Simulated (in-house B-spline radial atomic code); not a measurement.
## Binding energies in Pm+

NIST's tabulated ground configuration is [Xe] 4f5 6s1; each binding energy is the energy of the ion with one electron taken from that subshell, relaxed, less that of the parent. All numbers are computed (Dirac-Kohn-Sham PBE, spherical fractional occupations; Fermi nucleus of rms radius 4.962 fm) with a B-spline radial code for spherical atoms, not measured. Energies include first-order Breit, QED and recoil terms.

```
subshell  X-ray name  binding energy (eV)  -ε (eV)  relaxation (eV)
      1s           K              45248.1  44980.6           -430.6
      2s          L1               7371.1   7315.1            -76.4
   2p1/2          L2               7005.4   6927.9            -97.1
   2p3/2          L3               6442.5   6367.6            -88.1
      3s          M1               1618.7   1599.8            -22.7
   3p1/2          M2               1454.4   1433.7            -24.0
   3p3/2          M3               1341.5   1321.1            -22.6
   3d3/2          M4               1057.8   1032.4            -26.6
   3d5/2          M5               1033.4   1008.0            -26.0
      4s          N1                331.9    322.9             -9.8
   4p1/2          N2                268.7    259.7             -9.6
   4p3/2          N3                244.1    235.1             -9.3
   4d3/2          N4                  140    131.2             -9.0
   4d5/2          N5                135.7    126.8             -8.9
      5s          O1                53.82    47.87            -6.07
   5p1/2          O2                36.59    31.01            -5.65
   5p3/2          O3                33.16    27.73            -5.46
      4f        N6,7                15.56     8.14            -7.31
      6s          P1                10.92     8.31            -2.63
```

Relaxation = -ε minus the binding energy without Breit, QED and recoil terms. With a density functional, K lines can miss by some tenths of a per cent, more in light atoms. For a density functional the relaxation so defined is negative, because -ε of a Kohn-Sham level is smaller than the binding energy.

Emission lines follow as differences of binding energies, with λ = 12398.42 eV·Å / E:

| line | holes | energy (eV) | wavelength (Å) |
| --- | --- | --- | --- |
| K-L3 | 1s → 2p3/2 | 38805.6 | 0.3195 |
| K-L2 | 1s → 2p1/2 | 38242.7 | 0.3242 |
| K-M3 | 1s → 3p3/2 | 43906.6 | 0.28238 |
| L3-M5 | 2p3/2 → 3d5/2 | 5409.1 | 2.2921 |
| L2-M4 | 2p1/2 → 3d3/2 | 5947.6 | 2.0846 |
| L1-M3 | 2s → 3p3/2 | 6029.6 | 2.0563 |
| L3-M1 | 2p3/2 → 3s | 4823.8 | 2.5703 |
| L2-N4 | 2p1/2 → 4d3/2 | 6865.4 | 1.8059 |

What screening constant σ does Moseley's law, E = (3/4)·13.6057 eV·(Z - σ)², need for K-L3?

σ = -0.67.

Moseley's non-relativistic formula needs a falling, then negative, screening constant for heavy elements, because relativity binds the 1s electron more strongly than the formula allows.

What does it cost to remove both a 2p3/2 and a 3s electron?

8127.2 eV, which is 65.87 eV more than the two single binding energies together.

What does it cost to remove both a 3s and a 4f electron?

1654.1 eV, which is 19.78 eV more than the two single binding energies together.

What does it cost to remove two 3d5/2 electrons?

2121.9 eV, which is 55.15 eV more than the two single binding energies together.
